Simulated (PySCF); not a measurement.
H3Al, SMILES `[AlH3]`, neutral singlet in the gas phase. 

Z-matrix (Å, degrees):
```
Al
H 1 1.5804
H 1 1.5804 2 120.00
H 1 1.5804 2 120.00 3 179.97
```
Charge 0, multiplicity 1.

All levels are single points at this geometry (B3LYP-D3(BJ)/def2-TZVP); Pople sets use spherical d functions. Orbital energies aren't observables, and empty levels follow the basis.

```tsv
level	HOMO (eV)	LUMO (eV)	gap (eV)	dipole (D)	vertical IE, Delta-SCF (eV)
B3LYP-D3(BJ)/def2-TZVP in PySCF	-8.40	-1.97	6.43	0.00	11.21
PBE-D3(BJ)/def2-TZVP in PySCF	-7.30	-2.52	4.78	0.00	–
B3LYP/6-31G* in PySCF	-8.37	-1.93	6.44	0.00	11.23
B3LYP/LANL2DZ in PySCF	-8.43	-1.99	6.43	0.00	–
HF/6-31G* in PySCF	-11.71	0.91	12.63	0.00	10.75
HF/STO-3G in PySCF	-9.17	8.84	18.01	0.00	–
```
